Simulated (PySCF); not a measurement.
SMILES c12ccc3c4c2c2c5c4c(ccc5ccc2cc1)cc3 (C₂₀H₁₀), singlet (GFN2-xTB optimised geometry):

```
30

C      3.320     0.294     0.000
C      2.890     1.615     0.000
C      1.501     2.012     0.000
C      0.694     3.210     0.000
C     -0.694     3.210     0.000
C     -1.501     2.012     0.000
C     -2.890     1.615     0.000
C     -3.320     0.294     0.000
C     -2.429    -0.844     0.000
C     -2.481    -2.288     0.000
C     -1.357    -3.104     0.000
C      0.000    -2.609     0.000
C      1.357    -3.104     0.000
C      2.481    -2.288     0.000
C      2.429    -0.844     0.000
C      1.128    -0.421     0.000
C      0.697     0.905     0.000
C     -0.697     0.905     0.000
C     -1.128    -0.421     0.000
C      0.000    -1.241     0.000
H      4.388     0.122     0.000
H      3.654     2.382     0.000
H      1.188     4.174     0.000
H     -1.188     4.174     0.000
H     -3.654     2.382     0.000
H     -4.388     0.122     0.000
H     -3.446    -2.777     0.000
H     -1.524    -4.174     0.000
H      1.524    -4.174     0.000
H      3.446    -2.777     0.000
```

Calculation: PBE0/def2-SVP (PySCF).

Question: What are the frontier orbital energies and the dipole moment?

Answer: HOMO-2 -6.85 eV, HOMO-1 -6.41 eV, HOMO -6.41 eV, LUMO -1.91 eV, LUMO+1 -1.91 eV; dipole moment 0.00 D.

On the same geometry PBE/def2-SVP in PySCF 2.14.0 gives HOMO-2 -5.96 eV, HOMO-1 -5.48 eV, HOMO -5.48 eV, LUMO -2.59 eV, LUMO+1 -2.59 eV; dipole moment 0.00 D.

Meta-Löwdin charges at PBE0/def2-SVP: C1 -0.11, C2 -0.11, C3 0.00, C4 -0.11, C5 -0.11, C6 0.00, C7 -0.11, C8 -0.11, C9 0.00, C10 -0.11, C11 -0.11, C12 0.00, C13 -0.11, C14 -0.11, C15 0.00, C16 0.00, C17 0.00, C18 0.00, C19 0.00, C20 0.00, H21 0.11, H22 0.11, H23 0.11, H24 0.11, H25 0.11, H26 0.11, H27 0.11, H28 0.11, H29 0.11, H30 0.11.
